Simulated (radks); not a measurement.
Values are calculated unless marked as measured or tabulated.
Mean orbital radii <r> (bohr) of the selenium ion Se11+, [Ar] 3d5, at several levels of relativity; Dirac values are averaged over j with weights 2j + 1. Spin-unpolarised spherical Kohn-Sham, PBE, point nucleus unless stated (finite: rms radius 4.14 fm), a radial shooting solver on a logarithmic mesh with Libxc functionals. A level marked "c x" has the speed of light scaled by that factor and shares open shells by 2j + 1; other Dirac levels either fill j = l - 1/2 first or share by 2j + 1.

\begin{tabular}{lrrrrr}
shell & non-rel. & scalar-rel., finite nucleus & Dirac, 2j+1 shares & Dirac, c x 2 & change of magnitude, last against first (%) \\ \hline
1s & 0.04500 & 0.04409 & 0.04408 & 0.04477 & -0.50 \\
2s & 0.1996 & 0.1956 & 0.1953 & 0.1986 & -0.53 \\
2p & 0.1725 & 0.1708 & 0.1707 & 0.1720 & -0.25 \\
3s & 0.5511 & 0.5422 & 0.5420 & 0.5489 & -0.41 \\
3p & 0.5479 & 0.5442 & 0.5441 & 0.5469 & -0.17 \\
3d & 0.5229 & 0.5237 & 0.5237 & 0.5231 & +0.04 \\
\end{tabular}
